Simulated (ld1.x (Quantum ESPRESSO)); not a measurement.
**S (Z = 16), PAW: configuration errors across variants**

sulfur (S), PAW, made with ld1.x (Quantum ESPRESSO) 7.5 (PBE, non-relativistic). Core [Ne], reference 3s2 3p4. Waves: 3s (bound): rcut 1.45, rcutus 1.55 bohr; 3s channel at -0.85 Ry: rcut 1.45, rcutus 1.55 bohr; 3p (bound): rcut 1.05, rcutus 1.25 bohr; 3p channel at 1.45 Ry: rcut 1.05, rcutus 1.25 bohr. Local part: all-electron potential smoothed inside 1.15 bohr (lloc = -1). Core correction: a·sin(br)/r model core, default radius (ld1.x builds one for every PAW set, though the input has nlcc=.false.). Augmentation charge: PSQ, inside the norm-conserving radii.

All-electron excitation energies from the reference (eV): (1) 3s2 3p3 11.782; (2) 3s2 3p2 34.078; (3) 3s2 3p1 68.128; (4) 3s2 3p4.3 -1.713; (5) 3s2 3p0 114.928; (6) 3s1 3p4 22.524; (7) 3s2 3p3.5 4.667.

3 further variants failed, have other tests or too few solved ones, and are left out.

Errors AE − PS in meV (a dash: test not solved or not reliable):

| change | (1) | (2) | (3) | (4) | (5) | (6) | (7) | bound ghosts |
| --- | --- | --- | --- | --- | --- | --- | --- | --- |
| base | +0.6 | -1.4 | -16 | -0.2 | -52 | +1.1 | +0.3 | none |
| waves 3s (bound): rcut 1.45, rcutus 1.98 bohr; 3s channel at -0.85 Ry: rcut 1.45, rcutus 1.98 bohr | -0.1 | -2.0 | -11 | 0.0 | – | – | – | none |
| local potential all-electron potential smoothed inside 1.60 bohr (lloc = -1) | +0.6 | -1.4 | -16 | -0.2 | -55 | +0.9 | +0.3 | none |
| local potential all-electron potential smoothed inside 1.45 bohr (lloc = -1) | +0.6 | -1.5 | -16 | -0.2 | -54 | +0.9 | +0.3 | none |

Question: Give the same row for: wave 3s channel at -0.85 Ry: rcut 1.45, rcutus 1.55 bohr becomes 3s channel at 2.08 Ry: rcut 1.45, rcutus 1.55 bohr.

Answer: +0.5, -1.8, -16, -0.2, -52, +1.0, +0.3; bound ghosts: none.
